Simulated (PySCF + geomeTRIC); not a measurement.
Species: [Ti(CH3)(SH)3] (charge 0, multiplicity 1).

Q: Give a relaxed geometry from BP86-D3(BJ)/def2-SVP in PySCF + geomeTRIC.

A: One answer among several that fit: the end point of this relaxation, one of several conformers.
Z-matrix (Å, degrees):
```
Ti
C 1 2.0648
H 2 1.1121 1 109.83
H 2 1.1122 3 109.30 1 120.28
H 2 1.1122 3 109.27 4 119.52
S 1 2.2772 2 108.71 3 -61.94
H 6 1.3714 1 86.00 2 49.97
S 1 2.2773 2 108.69 3 178.04
H 8 1.3713 1 86.08 2 49.77
S 1 2.2775 2 108.75 3 57.96
H 10 1.3713 1 86.20 2 49.62
```
